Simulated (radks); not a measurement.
Task: Radial electron density D(r) = 4 pi r^2 rho(r) of an atom or ion with 21 electrons. Calculated with a radial shooting solver on a logarithmic mesh with Libxc functionals: scalar-relativistic Kohn-Sham, r2SCAN, spin-polarised, spherical densities, finite nucleus; meta-GGA in the generalised Kohn-Sham scheme; Fermi nuclear charge, rms radius of each element as measured or else 0.836 A^(1/3) + 0.57 fm.

| r (bohr) | D(r) (e/bohr) | spin D(r) |
|---|---|---|
| 0.005566 | 2.980 | -0.000128 |
| 0.006428 | 3.797 | -0.000163 |
| 0.007364 | 4.745 | -0.000203 |
| 0.008505 | 5.965 | -0.000256 |
| 0.009744 | 7.347 | -0.000315 |
| 0.01125 | 9.076 | -0.000390 |
| 0.01289 | 10.97 | -0.000472 |
| 0.01489 | 13.24 | -0.000571 |
| 0.01706 | 15.61 | -0.000677 |
| 0.0197 | 18.27 | -0.000800 |
| 0.02257 | 20.85 | -0.000925 |
| 0.02607 | 23.47 | -0.00106 |
| 0.02986 | 25.67 | -0.00120 |
| 0.03449 | 27.49 | -0.00136 |
| 0.03951 | 28.53 | -0.00153 |
| 0.04527 | 28.78 | -0.00172 |
| 0.05228 | 28.14 | -0.00196 |
| 0.0599 | 26.82 | -0.00223 |
| 0.06917 | 24.98 | -0.00248 |
| 0.07925 | 23.30 | -0.00253 |
| 0.09153 | 22.16 | -0.00190 |
| 0.1049 | 22.18 | 0.000220 |
| 0.1211 | 23.56 | 0.00581 |
| 0.1387 | 25.95 | 0.0171 |
| 0.1602 | 28.87 | 0.0400 |
| 0.1836 | 31.01 | 0.0777 |
| 0.212 | 31.49 | 0.142 |
| 0.2429 | 29.66 | 0.235 |
| 0.2805 | 25.42 | 0.377 |
| 0.3214 | 20.15 | 0.557 |
| 0.3712 | 14.76 | 0.799 |
| 0.4252 | 11.23 | 1.07 |
| 0.4911 | 9.847 | 1.37 |
| 0.5626 | 10.45 | 1.65 |
| 0.6498 | 11.91 | 1.87 |
| 0.7444 | 12.73 | 1.97 |
| 0.8529 | 12.22 | 1.91 |
| 0.985 | 10.24 | 1.71 |
| 1.128 | 7.589 | 1.41 |
| 1.303 | 4.796 | 1.06 |
| 1.493 | 2.719 | 0.740 |
| 1.724 | 1.310 | 0.473 |
| 1.976 | 0.6154 | 0.310 |
| 2.282 | 0.3117 | 0.228 |
| 2.614 | 0.2357 | 0.216 |
| 3.019 | 0.2439 | 0.241 |
| 3.459 | 0.2676 | 0.267 |
| 3.994 | 0.2748 | 0.275 |
| 4.576 | 0.2470 | 0.247 |
| 5.285 | 0.1843 | 0.184 |
| 6.055 | 0.1141 | 0.114 |
| 6.993 | 0.05330 | 0.0533 |
| 8.012 | 0.01972 | 0.0197 |
| 9.252 | 0.004953 | 0.00495 |
| 10.6 | 0.0009499 | 0.000950 |
| 12.24 | 0.0001099 | 0.000110 |

What is the nuclear charge?

Result: Z = 24. The innermost maximum, from 1s, lies near gamma/Z bohr with gamma = sqrt(1 - (Z/c)^2) = 0.985, here 0.041 bohr (found: 0.0442), and its height grows with Z. The density is that of the chromium ion Cr3+ in [Ar] 3d2 4f1; the configuration itself is not fixed sharply by these data, and Z only to about a unit. D(r) has 4 maxima, at r = 0.0442, 0.204, 0.763, 3.84 bohr, and minima at 0.0976, 0.499, 2.72 bohr, inside which lie 2.12, 10.50, 20.12 electrons.
